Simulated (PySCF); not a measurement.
# One molecule, several mistakes: AlBFH3N cation

Calculated results; nothing here was measured. They come from PySCF 2.14.0, an open-source quantum chemistry program, on an isolated molecule that a program drew, which may never have been made. The molecule is AlBFH3N cation (charge +1, singlet), drawn as the SMILES string `N[BH][Al+][F]`.

Each row is a Hartree-Fock (HF) and frozen-core CCSD(T) single point in the cc-pV(D+d)Z basis, meant for a local HF minimum. Run 1 is clean. Each other run has one planted mistake out of seven kinds, and not every kind appears here: one electron removed, one electron added, multiplicity raised by two, geometry at a saddle point, minimal basis STO-3G, one bond length entered in bohr, all coordinates scaled. The reference is restricted for singlets and unrestricted otherwise, and also for a bond in bohr. Adding or removing an electron swaps singlet and doublet. Electrons count all cores. HOMO and LUMO are orbital energies over both spins, the gradient is its largest component, and the lowest frequency (negative if imaginary) is given only where the gradient is small. Bond lengths are over the 6 bonds as drawn. T1 is the CCSD diagnostic: over 0.02 (restricted) or 0.045 (unrestricted) a single reference is doubtful.

Geometry of the clean run:
```xyz
7
AlBFH3N cation, angstrom
N    -0.1120   -0.1747    0.0216
B     0.2892    0.1846   -1.2250
Al    2.3754    0.8272   -1.5803
F     3.8801    1.3084   -1.9193
H     0.4406   -0.1900    0.8550
H    -1.0619   -0.4661    0.1785
H    -0.3652    0.2034   -2.2147
```

```
run  electrons  basis functions  <S^2>  HOMO (eV)  LUMO (eV)  gradient (hartree/bohr)  lowest frequency (cm^-1)  mean bond (Å)  longest bond (Å)      T1  HF (hartree)  CCSD(T) (hartree)                          mistake
  1         36               80  0.000     -16.94      -4.46                  1.3e-05                       103         1.3963             2.212  0.0181    -422.09257         -422.61726                         no fault
  2         36               80  2.008     -12.50      -7.91                  3.1e-02                         -         1.3963             2.212  0.0225    -421.93978         -422.44319       multiplicity raised by two
  3         36               80  0.738     -16.78      -4.52                  2.6e-02                         -         1.5447             2.212  0.0643    -421.93887         -422.46733  one bond length entered in bohr
  4         37               80  0.826      -5.43       1.36                  4.3e-02                         -         1.3963             2.212  0.0262    -422.27364         -422.80590               one electron added
  5         35               80  0.775     -23.77     -15.18                  8.1e-02                         -         1.3963             2.212  0.0236    -421.50378         -422.01058                                ?
```

**Which mistake was planted in run 5, and what did it cost?**

It counts 35 electrons, one fewer than the clean run, at the same geometry and basis. So the mistake is: one electron removed. Subtracting run 1 and multiplying by 627.51 kcal/mol a hartree, the energy moved by 369.5 kcal/mol in HF and 380.7 kcal/mol in CCSD(T).

Cautions from the logs. Run 3: T1 is over the limit, so its CCSD(T) energy is less reliable.
